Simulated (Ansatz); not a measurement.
Reaction (formal exchange of groups at the Si–Si bond): `FC[SiH2][SiH3]` + `CCNCF` → `FC[SiH2]CF` + `CCN[SiH3]`

Isolated molecules relaxed with PBE0-D4/def2-TZVP in Ansatz; ΔE leaves out vibrations. CCSD(T)/CBS adds triple-zeta CCSD(T) − MP2 to the extrapolated MP2 energy (def2 sets, frozen cores). DFT in def2-TZVPP. Each species was taken in one conformer, which may not be the lowest.

`FC[SiH2][SiH3]`:

```xyz
11

F     1.357    1.728    0.528
C     1.539    0.358    0.698
Si   -0.141   -0.532    0.704
Si   -1.363    0.017   -1.214
H     2.079    0.201    1.637
H     2.172   -0.006   -0.119
H     0.140   -1.996    0.745
H    -0.897   -0.163    1.931
H    -2.611   -0.791   -1.271
H    -1.725    1.458   -1.211
H    -0.551   -0.275   -2.427
```

`CCNCF`:

Cartesian coordinates in Å:
```
C 1.358 0.784 0.187
C 0.515 -0.002 -0.798
N -0.357 -0.966 -0.139
C -1.392 -0.462 0.656
F -2.323 0.321 -0.061
H 1.923 0.111 0.835
H 2.063 1.422 -0.351
H 0.750 1.436 0.817
H 1.174 -0.574 -1.456
H -0.051 0.690 -1.436
H -0.696 -1.662 -0.787
H -1.002 0.189 1.440
H -1.961 -1.285 1.094
```

`FC[SiH2]CF`:

```xyz
11

F     0.143    2.034    0.858
C    -0.070    1.512   -0.416
Si    0.577   -0.264   -0.488
C    -0.357   -1.316    0.777
F    -1.717   -1.313    0.474
H     0.432    2.161   -1.140
H    -1.145    1.545   -0.622
H     0.354   -0.793   -1.860
H     2.025   -0.298   -0.155
H    -0.009   -2.354    0.784
H    -0.233   -0.913    1.788
```

`CCN[SiH3]`:

Cartesian coordinates in Å:
```
C 1.233 -1.062 1.101
C 0.176 -0.803 0.045
N 0.110 0.598 -0.322
Si -1.322 1.370 -0.867
H 1.032 -0.475 1.999
H 1.265 -2.120 1.372
H 2.225 -0.784 0.732
H -0.806 -1.094 0.435
H 0.362 -1.449 -0.826
H 0.995 0.973 -0.626
H -1.021 2.818 -1.005
H -2.395 1.144 0.138
H -1.854 0.883 -2.178
```

CCSD(T)/CBS gives -10.8 kcal/mol.

Question: Another level gave -12.0 kcal/mol. Which?
A. MP2/def2-TZVPP
B. r2SCAN-D4/def2-TZVPP
C. PBE0-D4/def2-TZVPP
D. PBE-D4/def2-TZVPP

Answer: A. MP2/def2-TZVPP -12.0, PBE-D4 -6.0, r2SCAN-D4 -8.8, PBE0-D4 -7.2 kcal/mol.

Largest T1 diagnostic among the species: 0.012.

From PBE to PBE0 (25 % exact exchange), in def2-TZVPP and without D4, ΔE moves by −1.2 kcal/mol. In def2-TZVPP, CCSD(T) changes the Hartree–Fock value by +3.3 kcal/mol (the triples alone add +0.7 kcal/mol) and MP2 by +1.3 kcal/mol.
